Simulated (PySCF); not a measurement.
A GIAO shielding run with PySCF (density fitting, non-relativistic, gas phase) on `CC(O[C@H](C=C)CC#N)=O`, C₇H₉NO₂:

```
{"job": {"kind": "nmr", "xc": "PBE0", "basis": "pcSseg-1"}, "charge": 0, "multiplicity": 1}
C     -2.031891    -0.040121     1.986538
C     -1.164517    -0.624298     1.183584
C     -0.453233     0.087915     0.072096
C     -0.988310    -0.358454    -1.305689
C     -2.403172    -0.113326    -1.401979
N     -3.526535     0.081911    -1.473216
O      0.939144    -0.235433     0.170367
C      1.809903     0.611709    -0.394824
C      3.224120     0.163974    -0.147117
O      1.482187     1.589569    -1.011403
H     -2.540344    -0.585314     2.762123
H     -2.279572     1.003906     1.890253
H     -0.917695    -1.672209     1.279127
H     -0.569479     1.175870     0.162152
H     -0.799009    -1.427100    -1.443820
H     -0.476215     0.203141    -2.092729
H      3.362545    -0.839508    -0.541747
H      3.913708     0.852466    -0.625170
H      3.408562     0.134553     0.923990
```

Hardware: 1 thread of an x86-64 server CPU, shared host. The job also computes population analyses, field gradients.

(1) How large is the calculation?

(2) How long does it take?

## Answers

(1) 74 electrons, 215 basis functions and 1105 auxiliary functions.

(2) 76 s of wall time, with 16 SCF cycles and 5 response iterations. Times on a shared host scatter by some tens of per cent.
